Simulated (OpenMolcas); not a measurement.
An atom or ion with 14 electrons was computed by SS-CASPT2, IPEA 0.25 Eh, imaginary shift 0.1 Eh with spin-orbit coupling (OpenMolcas, ANO-RCC-VQZP, DKH2). The lowest levels that the run gave, each within 12 % of the measured value where one is at hand:

```csv
J,Parity,E (cm-1),g
0,even,0.0,
1,even,146,1.501
2,even,419,1.501
2,even,8540,1.000
0,even,21230,
```

**Question.** Which ion is it, and what are the configurations and terms?

**Answer.** P+ (Z = 15, charge +1; active space 2 electrons in 3 orbitals (3p)). J, parity and g give the terms where levels are pure, and mixed ones are named by the computed weights; the size of the splittings, set against known spectra of the 14-electron sequence, gives the charge. In order, with the measured energies in cm-1 (NIST Handbook of Basic Atomic Spectroscopic Data): 3s2 3p2 3P0, 3s2 3p2 3P1 (165), 3s2 3p2 3P2 (469), 3s2 3p2 1D2 (8882), 3s2 3p2 1S0 (21576).

CASPT2 breaks the degeneracy within a term, and the mean is taken; among the terms shown or strongly mixed into the levels shown the widest spread is 91 cm-1 (3s2 3p2 1D). With the s shell closed, the reference lacks s² → p² mixing. Computed and measured levels are paired by configuration, term and J; levels that our copy of the source lacks, or whose pairing is in doubt (as where it misses far off the trend of its configuration), stay unpaired and out of the deviations. Levels of configurations outside the active space are missing.
